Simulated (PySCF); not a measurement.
Computed with PBE-D3(BJ)/def2-TZVP // B3LYP-D3(BJ)/def2-TZVP run with PySCF. Isolated molecules, 0 K electronic values unless said otherwise. 

Reference species (SMILES): `[SiH2]=C1C=C1` (neutral, multiplicity 1).

```json
{
 "HOMO–LUMO gap": "2.34 eV",
 "dipole_moment": "3.67 D",
 "LUMO": "-2.18 eV",
 "HOMO": "-4.53 eV"
}
```

Changed species: `C(#C)C=[SiH2]`.

Problem. Give the shifts of the HOMO–LUMO gap, dipole moment, LUMO and HOMO.

Solution. the HOMO–LUMO gap goes up by 0.35 eV, to 2.69 eV; the dipole moment drops by 2.35 D, to 1.32 D; the LUMO falls by 0.47 eV, to -2.65 eV; the HOMO decreases by 0.82 eV, to -5.35 eV.
